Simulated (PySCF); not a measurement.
**Nuclear quadrupole coupling in `CCc1snc(C)c1Cl`**

Species: C6H8ClNS.
Atom-mapped SMILES: `[CH3:1][CH2:2][c:3]1[s:4][n:5][c:6]([CH3:7])[c:8]1[Cl:9]` (hydrogens: H10, H11, H12 on C1; H13, H14 on C2; H15, H16, H17 on C7)

Structure used (GFN2-xTB), in Å, numbered top down from 1:
```xyz
17
C6H8ClNS angstrom
C     -2.950   -0.101   -0.182
C     -1.835   -0.031    0.853
C     -0.483   -0.002    0.235
S     -0.196    0.001   -1.464
N      1.429    0.041   -1.321
C      1.811    0.053   -0.071
C      3.250    0.087    0.298
C      0.739    0.029    0.858
Cl     0.943    0.039    2.566
H     -3.919   -0.122    0.310
H     -2.913    0.764   -0.840
H     -2.850   -0.998   -0.789
H     -1.893   -0.892    1.526
H     -1.956    0.865    1.472
H      3.444    0.929    0.961
H      3.519   -0.827    0.826
H      3.855    0.178   -0.598
```

Field gradients from the PBE0/pcSseg-1 density (PySCF, non-relativistic), principal values in atomic units, ordered |Vxx| ≤ |Vyy| ≤ |Vzz|:

```
atom      Vxx      Vyy      Vzz
  S4  -0.4194  -1.8034   2.2228
  N5   0.2104   0.6668  -0.8772
 Cl9  -1.8559  -2.0861   3.9420
```

Find the asymmetry η = (Vxx − Vyy)/Vzz and the couplings χ = eQV/h (234.96 MHz × Q in barn × V in au), with Q(33S) = −0.0678 b, Q(14N) = 0.02044 b, Q(35Cl) = −0.0817 b.

```json
{"atom": "S4", "environment": "ring sulfur", "nucleus": "33S", "η": "0.62", "χzz (MHz)": "-35.41", "χxx (MHz)": "6.68", "χyy (MHz)": "28.73"}
{"atom": "N5", "environment": "pyridine-type nitrogen", "nucleus": "14N", "η": "0.52", "χzz (MHz)": "-4.213", "χxx (MHz)": "1.010", "χyy (MHz)": "3.202"}
{"atom": "Cl9", "environment": "aryl chlorine", "nucleus": "35Cl", "η": "0.06", "χzz (MHz)": "-75.67", "χxx (MHz)": "35.63", "χyy (MHz)": "40.05"}
```

What is Vzz at Cl9 in SI units (1 au = 9.71736 × 10²¹ V/m²)?

3.9420 au = 38.306 × 10²¹ V/m².

And the gradient at the other heavy atoms, for which no coupling is worked out here?

```json
{"atom": "C1", "environment": "methyl carbon", "Vzz (au)": "0.080", "η": "0.04"}
{"atom": "C2", "environment": "benzylic-type carbon", "Vzz (au)": "0.107", "η": "0.42"}
{"atom": "C3", "environment": "substituted aromatic carbon", "Vzz (au)": "-0.242", "η": "0.42"}
{"atom": "C6", "environment": "substituted aromatic carbon", "Vzz (au)": "0.253", "η": "0.51"}
{"atom": "C7", "environment": "benzylic-type carbon", "Vzz (au)": "0.098", "η": "0.53"}
{"atom": "C8", "environment": "aromatic C–Cl carbon", "Vzz (au)": "0.346", "η": "0.60"}
```

What couplings would deuterons (Q(2H) = 0.00286 b) have in place of the hydrogens, at this geometry?

```tsv
atom	bonded to	bond length (Å)	Vzz (au)	η	χzz (kHz)
H10	C1	1.087	0.3156	0.02	212
H11	C1	1.088	0.3110	0.02	209
H12	C1	1.088	0.3110	0.02	209
H13	C2	1.095	0.2962	0.03	199
H14	C2	1.095	0.2962	0.03	199
H15	C7	1.089	0.3104	0.04	209
H16	C7	1.089	0.3104	0.03	209
H17	C7	1.085	0.3149	0.02	212
```

Isolated species at its GFN2-xTB geometry (one conformer only). GFN2-xTB bond lengths can be off by several hundredths of an ångström, more for odd bonds, and the gradients follow them. A larger basis could move these couplings by a tenth or more.
